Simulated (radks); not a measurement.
The numbers below are computed, except where a source is named.
Valence configurations of Tc3+ (all share [Kr]). Level of theory: non-relativistic Kohn-Sham, PBEsol, spin-polarised, spherical densities, point nucleus; open shells are filled with parallel spins first (spin-orbit coupling, left out, can overturn this in heavy ions); relativity is left out, which matters for an element this heavy (a radial shooting solver on a logarithmic mesh with Libxc functionals). Energies are relative to 4d4; eigenvalues in eV for spin up.

| valence | E (eV) | moment (Bohr magnetons) | e(4d) | e(5p) | e(5s) |
|---|---|---|---|---|---|
| 4d4 | 0.000 | 4 | -36.856 | - | - |
| 4d3.5 5s0.5 | 4.827 | 4 | -38.734 | - | -28.698 |
| 4d3.5 5p0.5 | 7.913 | 4 | -39.158 | -22.799 | - |
| 4d3 5s1 | 10.037 | 4 | -40.606 | - | -29.799 |
| 4d3 5p1 | 16.356 | 4 | -41.435 | -24.015 | - |
| 4d2 5s2 | 23.508 | 2 | -44.143 | - | -31.114 |
| 4d2 5s1 5p1 | 28.287 | 4 | -45.125 | -25.722 | -32.345 |
| 4d2 5p2 | 34.906 | 4 | -45.907 | -26.188 | - |
| 4d1 5s0.5 5p2.5 | 52.374 | 4 | -49.913 | -27.902 | -34.848 |
| 4d1 5p3 | 55.847 | 4 | -50.282 | -28.104 | - |

NIST lists [Kr] 4d4 as the ground configuration; this level of theory agrees among the configurations tried. The energies are those of spherical high-spin densities, not of single terms. Relativity is left out, which favours d and f over s occupation in heavy atoms.
